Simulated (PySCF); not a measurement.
Gas-phase reaction: 6 HOBr → 3 Br2 + 3 H2O + O3

Energies from PySCF (xtb for GFN2), thermal terms from the rigid-rotor harmonic-oscillator model, ideal gas at 1 bar. † marks an energy on the PBE0/def2-TZVP geometry and frequencies; other levels use their own. MP2 and CCSD(T) freeze the core. 6-31G* has spherical d functions here. All species are closed-shell singlets. B3LYP is the form with VWN-RPA correlation. Br: all electrons, no relativistic terms. MP2 isn't extrapolated to the basis-set limit. CCSD(T) isn't extrapolated to the basis-set limit. Strong static correlation: O3. Warning, large T1 diagnostic: O3 (CCSD(T)/def2-SVP†, CCSD(T)/def2-TZVPP†).

| level | ΔH°(298 K), kJ |
|---|---|
| B3LYP/6-31G* | -99 |
| CCSD(T)/def2-SVP† | -150 |
| CCSD(T)/def2-TZVPP† | -84 |
| GFN2-xTB | (withheld) |
| M06-2X/def2-TZVP† | (withheld) |
| MP2/def2-SVP† | -185 |
| PBE/def2-SVP | -135 |
| PBE/def2-TZVP† | (withheld) |
| PBE0/def2-QZVP† | (withheld) |
| ωB97X-V/def2-TZVP† | -64 |

Question: Fill in the missing entries.

Answer: 
- GFN2-xTB, ΔH°(298 K), kJ: 20
- M06-2X/def2-TZVP†, ΔH°(298 K), kJ: -55
- PBE/def2-TZVP†, ΔH°(298 K), kJ: -118
- PBE0/def2-QZVP†, ΔH°(298 K), kJ: -97
